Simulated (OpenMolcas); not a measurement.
3d ions of charge +0 along the row

```yaml
Program: OpenMolcas
Method: SS-CASPT2, IPEA 0.25 Eh, imaginary shift 0.1 Eh
Basis: ANO-RCC-VQZP
Scalar_Hamiltonian: DKH2, point nucleus
Spin-orbit_coupling: RASSI with atomic mean-field integrals over the reference wave functions, term energies averaged over their components
```

Active space: the 3d shell under a closed s shell; CASPT2 also correlates the outermost closed s and p core shells.

B and C come from two terms' centres of gravity (d2, d8: 3P = 15B, 1G = 12B + 2C; d3, d7: 4P = 15B, 2G = 4B + 3C; d4, d6: 3G = 9B + 4C, 3H = 4B + 4C; d5: 4D = 17B + 5C, 4G = 10B + 5C, above the ground term), where all their levels are at least 80 % pure. ζ = ±2S·A comes from the whole width of the ground multiplet by E(J) = (A/2) J(J+1), where its levels are at least 85 % pure. Energies in cm-1.

| Ion | Configuration | Lowest level | Weight (%) | B | B measured | C | C measured | ζ | ζ measured |
| --- | --- | --- | --- | --- | --- | --- | --- | --- | --- |
| Ti | 3d² 4s² | ³F₂ | 100 | 654 | 555 | 2217 | 2618 | 120 | 111 |
| V | 3d³ 4s² | ⁴F_3/2 | 100 | 711 |  | 2227 |  | 173 | 158 |
| Mn | 3d⁵ 4s² | ⁶S_5/2 | 100 | 748 |  | 3640 |  |  |  |
| Fe | 3d⁶ 4s² | ⁵D₄ | 100 | 885 | 893 | 3754 | 3901 | 404 | 391 |
| Co | 3d⁷ 4s² | ⁴F_9/2 | 100 | 962 |  | 3786 |  | 519 | 517 |
| Ni | 3d⁸ 4s² | ³F₄ | 100 | 1027 |  | 4348 |  | 638 |  |

Measured columns use the levels in NIST Handbook of Basic Atomic Spectroscopic Data (Ti, V, Fe, Co).

The computed B goes from 654 (Ti) to 1027 cm-1 (Ni), a factor of 1.57, rising at every step. It departs from the measured column by -1 to +18 %. The Trees term is left out, which lowers the B read from the levels of every ion, most for d4 to d6. The pair of terms that fixes B changes along the row, so steps between ions also reflect that choice.

The computed ζ goes from 120 (Ti) to 638 cm-1 (Ni), a factor of 5.32, rising at every step. It departs from the measured column by 0 to +9 %.

CASPT2 does not keep the components of a term degenerate, so their means are used; among the low terms the widest spread is 1400 cm-1 (3d⁸ 4s² ³F, Ni). With the s shell closed, the reference lacks s² → p², s² → d² and s → d mixing, so excited terms can stand far too high and out of order, with CASPT2 too. The CASPT2 spread within a term exceeds the gap to the next term for 3d³ 4s² ²D(1) and 3d³ 4s² ²P, 3d³ 4s² ²P and 3d³ 4s² ²H, so the order of their levels is uncertain, and so are names and mixing where such terms share a J (figures for V; the like holds for Fe, Co). Some terms miss by over 15 % even with CASPT2, which points to a basis or an active space too small for the shells correlated (holds for Ti). Some high roots are left out of the spin-orbit mixing, which shifts the levels that they would mix with (holds for Mn; Fe; Co; Ni). Computed and measured levels are paired by configuration, term and J; levels that our copy of the source lacks, or whose pairing is in doubt (as where it misses far off the trend of its configuration), stay unpaired and out of the deviations. Only configurations of the active space appear.

A number in round brackets counts repeated terms of one configuration in the order of the reference energies.
